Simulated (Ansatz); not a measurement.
Frontier orbitals of `C[N]=[Nb]1234([N](C)C)([N](C)C)[C@@H]5[C@H]1[C@H]2[C@@]3(C)[C@@H]54`.

Total charge 0; spin multiplicity 1. Correlated methods include outer-core shells of Nb, which these sets cover unevenly. Nb takes the def2 core potential. The structure was optimised at the PBE0-D4/def2-TZVP level. It is one conformer, not always the lowest. Basis def2-TZVPP, the Gaussian-basis code of Ansatz.

Orbital energies of one run (eV). Highest occupied ones, from the top: -4.30, -5.22, -5.69, -5.72, -6.36, -6.53, -7.57, -7.72, -8.49, -8.54, -8.68, -9.07, -9.08, -9.13. Empty: -1.12, -0.94, -0.72, -0.40, -0.19, -0.14.

Which functional gave them?
A. LDA (SPW92)
B. PBE0
C. CAM-B3LYP
D. HSE06 (plane-wave form)

A. HOMO energies: LDA (SPW92) -4.30, CAM-B3LYP -6.51, HSE06 -4.88, PBE0 -5.26 eV.
